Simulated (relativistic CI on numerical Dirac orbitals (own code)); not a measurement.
**Radial parameters of Re XXV**

Computed by Dirac-Coulomb-Breit CI, orbitals from a KLI potential per configuration, model QED, unscaled Slater integrals (own radial code, finite nucleus).

Slater integrals F^k, G^k are unscaled and averaged over j, outside the closed core [Ar] 3d10 4p6 4d10; ζ comes from projecting the Hamiltonian with its Breit term on Σ l·s of the shell.

- 4s2.4f5: F^2(4f,4f) = 228660, F^4(4f,4f) = 148340, F^6(4f,4f) = 108240, ζ(4f) = 7943.5 cm⁻¹; <r>(4f) = 0.4534, <r^2>(4f) = 0.2372 (bohr units).
- 4s2.4f4.5s: F^2(4f,4f) = 231310, F^4(4f,4f) = 150160, F^6(4f,4f) = 109600, ζ(4f) = 8161.8, G^3(4f,5s) = 33762 cm⁻¹; <r>(4f) = 0.449, <r^2>(4f) = 0.2325, <r>(5s) = 0.806, <r^2>(5s) = 0.7236 (bohr units).
- 4s2.4f3.5s2: F^2(4f,4f) = 234210, F^4(4f,4f) = 152170, F^6(4f,4f) = 111110, ζ(4f) = 8382.8 cm⁻¹; <r>(4f) = 0.4443, <r^2>(4f) = 0.2275 (bohr units).

Averages of the first 8 configurations, taken without configuration mixing, which lowers the lowest level and can move excited configurations by several eV; other configurations of the list can lie among them:

```tsv
Configuration	Parity	States	Average energy above the lowest level (eV)
4s2.4f5	odd	2002	19.0
4s2.4f4.5s	even	2002	110.4
4s2.4f3.5s2	odd	364	211.6
4s2.4f4.5p	odd	6006	170.5
4s2.4f3.5s.5p	even	4368	268.9
4s2.4f3.5p2	odd	5460	331.8
4s2.4f4.6s	even	2002	362.4
4s.4f6	even	6006	622.9
```
